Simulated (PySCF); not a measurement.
Molecule: C2H10O2SSi2, SMILES C[SiH2]S[Si](C)(O)O. Atoms near the plane z = 0.0 Å, at the GFN2-xTB optimised geometry (x, y, z in Å): S3 (1.9, -0.7, 0.0), Si4 (-0.2, -0.7, 0.0), C5 (-0.9, 1.0, 0.0), H13 (-1.9, 1.0, -0.3), H14 (-0.4, 1.6, -0.7), H15 (-0.8, 1.5, 1.0).

Method: B3LYP/def2-SVP (PySCF). Cells within 0.4 Å of a nucleus heavier than hydrogen are left out (blank, or x). The values are rescaled to run from 0 to 1.

```
|33333333333333333333333333333|
|33333333333333333333333333333|
|33333333333333333333333333333|
|33333333333333333333333333333|
|33333333333333333333333333333|
|33333333333333333333333333333|
|33333333333333333333333333333|
|33333333333333333333333333333|
|33333333333333333333333333333|
|33333333333613333333333333333|
|3333333100xxx3333333333333333|
|3333333100xxx3333333333333333|
|33333333331002333333333333333|
|33333333333112233333333333333|
|33333333333223333332112333333|
|33333333333399962321997233333|
|333333333337xxx93219xxx333333|
|333333333338xxx93219xxx333333|
|333333333334999932229x9133333|
|33333333333346533332111233333|
|33333333333333333333333333333|
|33333333333333333333333333333|
|33333333333333333333333333333|
|33333333333333333333333333333|
|33333333333333333333333333333|
|33333333333333333333333333333|
|33333333333333333333333333333|
|33333333333333333333333333333|
|33333333333333333333333333333|
```
Scale: ten equal steps from 0.000 (start of '0') to 1.00 (end of '9'), in the order '0123456789'; x runs from -4.00 to 4.00, y from -4.00 (bottom) to 4.00 (top).

Question: Which quantity is mapped?
A) electron localisation function
B) deformation density (molecule minus spherical neutral atoms)
C) Laplacian of the electron density
D) electrostatic potential

Answer: C, Laplacian of the electron density. In full: Laplacian of the electron density (e/bohr⁵), clipped to [-1.50, 1.50].
